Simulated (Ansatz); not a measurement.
CH6AlBSi (`[BH]1C[SiH2][AlH]1`) from Hartree–Fock to CCSD(T)

```xyz
10

B     0.7467    0.6081   -0.5979
C    -0.6031    1.2364   -0.2332
Si   -0.7561   -0.5689    0.4478
Al    1.7449   -0.8493    0.2877
H     0.8076   -0.0240   -1.6524
H    -1.3120    1.4514   -1.0302
H    -0.6672    1.9474    0.5864
H    -0.9565   -0.4710    1.9191
H    -1.8328   -1.3510   -0.2077
H     2.8285   -1.9791    0.4803
```

The species carries charge 0 and has multiplicity 1. Geometry: relaxed with PBE0-D4/def2-TZVP. Frozen core, restricted reference, the Gaussian-basis code of Ansatz. CBS rows extrapolate triple and quadruple zeta; past MP2 they add the triple-zeta difference.

```json
{"basis": "def2-SVP", "HF (Eh)": "-596.59762", "MP2 corr.": "-0.39674", "CCSD corr.": "-0.44920", "(T)": "?", "CCSD(T) total": "?"}
{"basis": "def2-TZVPP", "HF (Eh)": "-596.85379", "MP2 corr.": "-0.48564", "CCSD corr.": "-0.53353", "(T)": "-0.02528", "CCSD(T) total": "-597.41260"}
{"basis": "def2-QZVPP", "HF (Eh)": "-596.87229", "MP2 corr.": "?", "CCSD corr.": "–", "(T)": "–", "CCSD(T) total": "–"}
{"basis": "CBS(def2)", "HF (Eh)": "?", "MP2 corr.": "?", "CCSD corr.": "-0.58819", "(T)": "as TZ", "CCSD(T) total": "?"}
```

(1) Fill in the withheld values. (An estimate is asked.)

Answers

(1) The calculation gave: def2-SVP (T): -0.01738; def2-SVP CCSD(T) total: -597.06420; def2-QZVPP MP2 corr.: -0.51704; CBS(def2) HF (Eh): -596.87483; CBS(def2) MP2 corr.: -0.54030; CBS(def2) CCSD(T) total: -597.48830.
